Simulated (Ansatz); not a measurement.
Ansatz (a first-principles code) input (CCSD(T)/6-31G):

Ansatz 0.2 input:
```yaml
crystal:
  periodic: [false, false, false]
  atoms:
    - {symbol: C, position_ang: [-2.30089086, -0.22615182, 0.00619749]}
    - {symbol: C, position_ang: [-1.03523567, 0.27814436, 0.09106989]}
    - {symbol: C, position_ang: [0.11819520, -0.48604369, -0.11596630]}
    - {symbol: C, position_ang: [1.40839242, 0.04900140, -0.02457503]}
    - {symbol: N, position_ang: [2.48030890, 0.48443528, 0.04924190]}
    - {symbol: H, position_ang: [-3.16585840, 0.39907741, 0.17357635]}
    - {symbol: H, position_ang: [-2.47526605, -1.26801292, -0.23146078]}
    - {symbol: H, position_ang: [-0.90183162, 1.32716992, 0.33143923]}
    - {symbol: H, position_ang: [0.03802727, -1.53898281, -0.35860442]}
basis:
  gaussian:
    orbitals: 6-31G
magnetization: {spin_polarized: true, initial_magnetization: 1}
correlation: {method: ccsd_t, electrons: outside_noble_gas}
```

Output:

```
Functional definition: HF
integrals: 0.05 GiB planned
768 factors; integrals over basis functions are off by at most 2.6e-4 eV
mean field: 0.18 GiB planned
mean field evaluation 1: about -5659.2806 eV, gradient 2.4e1 eV
mean field evaluation 2: about -5659.4521 eV, gradient 2.4e1 eV
mean field evaluation 4: about -5662.9389 eV, gradient 4.0e0 eV
mean field evaluation 8: about -5663.3912 eV, gradient 5.6e-1 eV
mean field evaluation 16: about -5663.4312 eV, gradient 5.4e-3 eV
mean field evaluation 32: about -5663.4300 eV, gradient 1.2e-1 eV
mean field evaluation 64: about -5657.5515 eV, gradient 1.6e0 eV
mean field -5663.43121528 eV, -208.1272583502 hartree, gradient 2.5e-6 eV, S^2 1.168109; 2 other end points of the search recorded, 0 dependent functions left out
5 core orbitals not correlated
reference -5663.43121528 eV, -208.1272583502 hartree; 13, 12 occupied and 35, 36 virtual orbitals, 768 factors
second order -11.05218800 eV of doubles, -0.00000000 eV of singles
coupled cluster: 0.20 GiB planned
cycle   1  -11.50892852 eV  change   -4.6e-1 eV  update   1.3e-1
cycle   2  -12.20426348 eV  change   -7.0e-1 eV  update   6.3e-2
cycle   3  -12.55337163 eV  change   -3.5e-1 eV  update   4.1e-2
cycle   4  -12.59759004 eV  change   -4.4e-2 eV  update   1.6e-2
cycle   5  -12.59794126 eV  change   -3.5e-4 eV  update   5.3e-3
cycle   6  -12.59754026 eV  change    4.0e-4 eV  update   2.4e-3
cycle   7  -12.59905897 eV  change   -1.5e-3 eV  update   1.0e-3
cycle   8  -12.59899319 eV  change    6.6e-5 eV  update   4.5e-4
cycle   9  -12.59908244 eV  change   -8.9e-5 eV  update   2.1e-4
cycle  10  -12.59920591 eV  change   -1.2e-4 eV  update   9.8e-5
cycle  11  -12.59920191 eV  change    4.0e-6 eV  update   5.7e-5
cycle  12  -12.59923408 eV  change   -3.2e-5 eV  update   3.6e-5
cycle  13  -12.59919509 eV  change    3.9e-5 eV  update   1.8e-5
cycle  14  -12.59918179 eV  change    1.3e-5 eV  update   6.5e-6
coupled cluster: 0.20 GiB planned
perturbative correction -0.40672938 eV, -0.0149470290 hartree
Total energy: -5676.43712646 eV, -208.6052167700 hartree
```

It need not be the lowest isomer of its formula.

The determinant is spin-contaminated: <S^2> is 1.17 against 0.75 for a pure state.
